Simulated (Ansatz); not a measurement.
System: BN2H4F, charge 0, singlet. BN2H4F (SMILES NB(N)F).
B3LYP-D3(BJ)/def2-TZVP minimum from Ansatz (a first-principles code):
```
B
F 1 1.3555
N 1 1.4116 2 117.60
H 3 1.0033 1 124.27 2 180.00
H 3 1.0042 4 114.36 1 180.00
N 1 1.4116 2 117.60 3 180.00
H 6 1.0033 1 124.27 2 -180.00
H 6 1.0042 7 114.36 1 180.00
```
Charge 0, spin multiplicity 1.

Property: atomisation energy (electronic, to ground-state atoms), in kcal/mol. Open shells are spin-unrestricted; no spin-orbit coupling. CBS(X,Y): correlation extrapolated as X^-3, Hartree-Fock from the larger set. A bracket is a step between two methods taken in the basis named. The functionals are non-relativistic, so their misses hold any scalar relativity. Double hybrids freeze cores in their MP2 part. 'core' is core correlation in cc-pwCVTZ, 'X2C' scalar relativity in cc-pVTZ-DK, both at CCSD(T). For partners of very few electrons the exact lower level stands in for a higher one.

CCSD(T)/CBS(cc-pVTZ,cc-pVQZ) + [CCSDT(Q) - CCSD(T)]/cc-pVDZ + core + X2C (Ansatz) gives 765.7 kcal/mol.

Problem. How far off this value is PBE/def2-TZVPD (Ansatz), in which direction, and which of these levels come nearer: B2PLYP/def2-TZVPD, CCSD(T)/CBS(cc-pVTZ,cc-pVQZ) + core + X2C?

Solution. PBE gives 781.8 kcal/mol, 16.1 kcal/mol above it. Differences of the others: B2PLYP/def2-TZVPD (Ansatz) -6.9; CCSD(T)/CBS(cc-pVTZ,cc-pVQZ) + core + X2C (Ansatz) -0.7 kcal/mol. Nearer than PBE: B2PLYP/def2-TZVPD, CCSD(T)/CBS(cc-pVTZ,cc-pVQZ) + core + X2C.
